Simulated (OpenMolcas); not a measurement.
**Bi: effect of the IPEA shift**

* Program: OpenMolcas
* Basis: ANO-RCC-VTZP [8s7p5d3f2g]
* Scalar Hamiltonian: DKH2, point nucleus
* Active space: 5 electrons in 9 orbitals (RAS2 6s 6p; RAS3 6d, at most 2 electrons)
* State averaging: 2S+1 = 4 odd, 1 root; 2S+1 = 2 odd, 8 roots
* Spin-orbit coupling: RASSI with atomic mean-field integrals over the reference wave functions, term energies averaged over their components

Methods on the same reference wave functions:
A. RASSCF
B. SS-RASPT2, IPEA 0 Eh, imaginary shift 0.1 Eh (closed shells correlated: 5d)
C. SS-RASPT2, IPEA 0.25 Eh, imaginary shift 0.1 Eh (closed shells correlated: 5d)

Energies in cm⁻¹ above 6s² 6p³ ⁴S°_3/2, the measured ground level; measured values from NIST Handbook of Basic Atomic Spectroscopic Data.

```tsv
Level	A	B	C	Measured
6s² 6p³ ⁴S°_3/2 [69 %]	0.0	0.0	0.0	0.0
6s² 6p³ ²D°_3/2 [66 %]	11861	10600	10670	11419
6s² 6p³ ²D°_5/2	16211	14480	14580	15438
6s² 6p³ ²P°_1/2	23285	21410	21550	21661
6s² 6p³ ²P°_3/2 [67 %]	31677	30020	30130	33165
```

Deviations, from unrounded energies. A percentage is the sum of absolute deviations over the sum of measured energies, with the sign that they share, or ± where signs differ.

| Against measurement | Levels | A | B | C |
| --- | --- | --- | --- | --- |
| mean absolute deviation (cm-1) | 4 | 1100 | 1300 | 1200 |
| other terms of the ground configuration (%) | 4 | ±5.3 | -6.3 | -5.8 |

A lies closest to measurement on these levels and B furthest from it. The largest miss of A in the table is 6s² 6p³ ²P°_1/2, by +1600 cm-1. The ranking rests on the paired levels alone, and a cruder setting can come out closer through cancelling errors.

Between B and C the level of the table that moves most is 6s² 6p³ ²P°_1/2, by 140 cm-1 (lowest in B, highest in C). Moves below CASPT2's spread within the term are not significant.

From A to B the spin-free energies of the other terms of 6s² 6p³ shown, above ⁴S°, scale by factors of 0.80 to 0.87.

The lowest spin-free term lies below A's lowest term by 0.446 hartree in B, 0.442 hartree in C.

CASPT2 does not keep the components of a term degenerate, so their means are used; among the terms shown or strongly mixed into the levels shown the widest spread is 17 cm-1 (6s² 6p³ ²D°, C). Active for correlation alone: 6d; no level in the range computed is led by a configuration that fills it, so any true level of that kind is missing. Spin-orbit splittings of 6p shells tend to come out small when the coupling is added on scalar orbitals. Computed and measured levels are paired by configuration, term and J; levels that our copy of the source lacks, or whose pairing is in doubt (as where it misses far off the trend of its configuration), stay unpaired and out of the deviations. Levels of configurations outside the active space are missing.

A share in square brackets marks a mixed level and gives the weight of the term that names it, the lowest over the columns. ° marks odd parity.
